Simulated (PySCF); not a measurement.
GaCl to GaCl₃: adding ligands

Level: PBE0 in the def2-TZVP basis family, all electrons, no relativity, computed in PySCF with density fitting; open shells unrestricted.

Each entry is the lowest minimum that a search over a few typed start shapes (and spin states, where more than one is plausible) found, or that minimum re-optimised at the stated level; isomers with ligand–ligand bonds, or fragments after loss of a ligand pair, can lie lower.

| molecule | 2S+1 | point group | mean bond to Ga (Å) | polar-tensor charge of Ga | dipole (D) | lowest ω (cm⁻¹) | distinct angles (°) |
| --- | --- | --- | --- | --- | --- | --- | --- |
| GaCl | ? | ? | ? | ? | ? | ? | ? |
| GaCl₂ | 2 | C2v | 2.160 | 1.03 | 1.74 | 115 | 119 |
| GaCl₃ | 1 | D3h | 2.113 | 1.56 | 0.00 | 124 | 120 |

**Question.** Fill in the row of GaCl.

**Answer.** 2S+1: 1; point group: C∞v; mean bond to Ga (Å): 2.216; polar-tensor charge of Ga: 0.65; dipole (D): 2.35; lowest ω (cm⁻¹): 367; distinct angles (°): .

The bond shortens at every step; the largest change, -0.056 Å, falls between GaCl and GaCl₂ among the members listed.

The shape changes along the series: C∞v for GaCl; C2v for GaCl₂; D3h for GaCl₃.

Left out of the table are members whose search was unfinished or whose lowest solution was spin-contaminated, unstable, very soft or bonded differently.
